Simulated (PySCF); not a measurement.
Cost of one run: shielding job, `c1ccc(O[SiH2]N)cc1`.

Method: GIAO HF/pcSseg-1 NMR shielding, non-relativistic, gas phase (PySCF 2.14.0, density-fitted response routines). Geometry: PBE0-D3(BJ)/def2-SVP. Work: shieldings, ring-centre shieldings, density fitting. A driver script takes a list of jobs; this job's settings line and coordinates (Å) are shown.

Command:
```bash
OMP_NUM_THREADS=1 python probes_run.py task.json out
```

Input:
```
{"job": {"kind": "nmr", "xc": "HF", "basis": "pcSseg-1", "pop": false}, "charge": 0, "multiplicity": 1}
N     -3.227890    -0.449910    -0.192856
Si    -2.380814     0.869688     0.501378
O     -0.892484     1.263278    -0.185496
C      0.264106     0.563814    -0.150807
C      0.297335    -0.831343    -0.266669
C      1.518049    -1.503434    -0.235700
C      2.712307    -0.799533    -0.096078
C      2.676115     0.591664     0.010482
C      1.463073     1.272558    -0.014951
H     -3.602070    -0.433587    -1.133764
H     -3.135683    -1.391838     0.166576
H     -2.151172     0.514842     1.929886
H     -3.149795     2.121460     0.297479
H     -0.638269    -1.377303    -0.401528
H      1.531636    -2.592415    -0.328233
H      3.666447    -1.330195    -0.074566
H      3.605988     1.155864     0.117687
H      1.416354     2.359912     0.070016
```

Hardware: an AMD EPYC 7B13 with one thread, no GPU, shared host with 64 logical CPUs at a one-minute load of 9.2. PySCF's memory limit was set to 1280 MB.

The basis has 205 functions.

Question: Which is nearest to the wall time?
A. 15 s
B. 15 min
C. 2.0 min
D. 1.9 s

Answer: A. The run took 15 s. The SCF took 12 cycles.

How much memory does it need at the peak?

About 0.95 GiB. Peak memory is the resident size of the whole Python process, interpreter and libraries included.

At this speed, how long would 100 such jobs take on 96 cores, one job a core?

100/96 gives 2 rounds of 15 s, about 30 s of wall time and 0.42 core-hours, if the jobs don't slow each other.

The SCF part of the output:
```
final grid: 149728 points
cycle   1  E = -650.5578833428  dE =  2.211e+00  |g| = 6.563e-01  |ddm| = 3.986e+00
cycle   2  E = -650.6641514623  dE = -1.063e-01  |g| = 3.146e-01  |ddm| = 8.602e-01
cycle   3  E = -650.6827904728  dE = -1.864e-02  |g| = 1.000e-01  |ddm| = 3.200e-01
cycle   4  E = -650.6852740458  dE = -2.484e-03  |g| = 1.449e-02  |ddm| = 1.311e-01
cycle   5  E = -650.6853346135  dE = -6.057e-05  |g| = 4.533e-03  |ddm| = 2.158e-02
cycle   6  E = -650.6853415144  dE = -6.901e-06  |g| = 1.372e-03  |ddm| = 6.098e-03
cycle   7  E = -650.6853426067  dE = -1.092e-06  |g| = 5.529e-04  |ddm| = 2.387e-03
cycle   8  E = -650.6853428119  dE = -2.052e-07  |g| = 2.338e-04  |ddm| = 1.100e-03
cycle   9  E = -650.6853428700  dE = -5.812e-08  |g| = 1.138e-04  |ddm| = 5.323e-04
cycle  10  E = -650.6853428854  dE = -1.540e-08  |g| = 5.228e-05  |ddm| = 3.012e-04
cycle  11  E = -650.6853428887  dE = -3.298e-09  |g| = 1.804e-05  |ddm| = 1.528e-04
cycle  12  E = -650.6853428892  dE = -4.634e-10  |g| = 6.937e-06  |ddm| = 6.452e-05
converged SCF energy = -650.6853428892
```

Times come from a shared host and carry two figures at best.
